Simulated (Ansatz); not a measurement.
The cluster K₃I₂. Charge 0, multiplicity 2. Geometry B3LYP-D4/def2-SVP, basis def2-TZVP, Ansatz.

```xyz
5

K    -2.281    2.074    0.301
K     1.729   -0.791    1.392
K    -0.945   -0.614   -2.886
I     1.661   -2.184   -1.588
I    -0.164    1.514    2.780
```

```tsv
run	HOMO (eV)	LUMO (eV)
A	-2.91	-2.30
B	-2.63	-2.06
C	-2.78	-1.72
D	-3.27	-1.52
E	-2.79	-2.11
```

In the def2 sets I takes a core potential; there is no spin–orbit coupling. Another isomer (doublet) lies 0.08 eV lower at PBE0-D4/def2-TZVP; other spin states weren't run for this one.

HOMO and LUMO are taken over both spins.

The runs used B97M-V, LDA (SPW92), PBE, PBE0, r2SCAN. Estimate which is which.

A LDA (SPW92) (0 % exact exchange); B B97M-V (0 % exact exchange); C r2SCAN (0 % exact exchange); D PBE0 (25 % exact exchange); E PBE (0 % exact exchange). Exact exchange lowers occupied and raises empty levels; among semilocal functionals meta-GGAs tend to open the gap a little, and such runs are hard to tell apart. The gap grows from 0.57 eV (B97M-V) to 1.76 eV (PBE0).
